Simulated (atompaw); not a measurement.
An all-electron radial function and its pseudo partner (Zn)

Columns: radius, all-electron u(r) and pseudo u(r) of the 3p shell (level -104.12 eV) of zinc in the configuration [Ne] 3s2 3p6 3d10 4s0 4p0; PBEsol, scalar-relativistic, PAW (atompaw) scheme, atompaw 4.2.0.5.

```csv
r (bohr),all-electron,pseudo
0.087,-0.6075,0.0626
0.173,-0.5153,0.2338
0.260,0.0771,0.4800
0.346,0.6534,0.7445
0.433,1.0440,0.9809
0.519,1.2324,1.1436
0.606,1.2734,1.2161
0.692,1.2210,1.1995
0.779,1.1170,1.1148
0.865,0.9925,0.9940
0.952,0.8623,0.8625
1.038,0.7392,0.7392
1.125,0.6256,0.6256
1.212,0.5248,0.5248
1.298,0.4383,0.4383
1.385,0.3633,0.3633
1.471,0.3005,0.3005
1.558,0.2470,0.2470
1.644,0.2029,0.2029
1.731,0.1659,0.1659
1.817,0.1356,0.1356
1.904,0.1104,0.1104
1.990,0.0899,0.0899
2.077,0.0729,0.0729
2.163,0.0592,0.0592
2.250,0.0479,0.0479
```

Problem. How many radial nodes do the two functions have?

Solution. The all-electron 3p function has n − l − 1 = 1; the pseudo-wave has 0, since the states of the same l below it are removed with the core.

Problem. At about which radius was the pseudo-wave matched?

Solution. 1.00 bohr, where the columns begin to agree (steps of 0.09 bohr).

Problem. Where does each function peak?

Solution. Outermost all-electron maximum near 0.61 bohr, pseudo maximum near 0.61 bohr (to the table’s step).

Problem. Is the pseudo-wave norm-conserving?

Solution. No, it belongs to a PAW set: the norm inside the radius is not constrained, and the difference is carried by the augmentation charge.
